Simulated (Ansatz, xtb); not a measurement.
**GePSi+: where a starting geometry ends**

The starting geometry of this gas-phase singlet has its atoms placed at random.

```yaml
atoms:
  - { symbol: Ge, position_ang: [-1.5868, 0.0466, -0.6999] }
  - { symbol: P, position_ang: [-0.1652, -1.7215, 0.2314] }
  - { symbol: Si, position_ang: [-0.2124, -0.0237, 1.4341] }
```

Question: Guess where an optimisation with r2SCAN-D4/def2-SVP ends from this start.

Answer: It ends as a structure given below by its coordinates. Distances that change by over a tenth: Ge1–P2 (2.45 → 2.19 Å). Contacts that open: Ge1–Si3 (2.54 → 3.45 Å).

The energy falls by 0.72 eV over 7 steps:

```tsv
step	E − E(last) (eV)
1	0.724
2	0.644
3	0.392
4	0.140
5	0.001
6	0.000
7	0.000
```

Final geometry (Å):

```xyz
3

Ge   -1.7101   -0.1978   -1.0802
P    -0.3574   -1.3654    0.1936
Si    0.1032   -0.1354    1.8521
```

From the same start GFN2-xTB reaches the same bonding as this run.

From so rough a start the end depends on the optimiser's path, so another program may land elsewhere. No frequencies were run, so the end isn't proven a minimum. Run with Ansatz 0.2.0, 35 s on 1 thread of AMD EPYC (Zen 3), with other jobs on the host.
